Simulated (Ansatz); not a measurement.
```xyz
10

C     1.566   -0.655    0.067
O     0.173   -0.816   -0.062
Ge   -0.805    0.649   -0.309
S    -2.920    0.047   -0.209
H     2.030   -0.298   -0.862
H     1.833    0.041    0.875
H     1.996   -1.631    0.306
H    -0.430    1.650    0.801
H    -0.563    1.219   -1.717
H    -2.880   -0.205    1.110
```

The species carries charge 0 and has multiplicity 1.

**Question.** List the PBE0/def2-TZVPP orbital energies in eV (the Gaussian-basis code of Ansatz). (An estimate is asked.)

**Answer.** Ansatz gave: Occupied: -10860.74, -2422.48, -1358.94, -1208.76, -1208.75, -1208.74, -522.57, -279.37, -217.83, -171.72, -161.66, -161.59, -161.47, -121.55, -121.51, -121.47, -34.49, -34.37, -34.33, -34.28, -34.27, -27.93, -20.58, -18.95, -15.46, -12.74, -12.63, -12.41, -11.51, -10.07, -9.28, -8.77, -7.94, -7.59. Lowest empty: 0.15, 0.43, 0.55, 1.47, 2.09, 2.15, 3.25, 3.33.
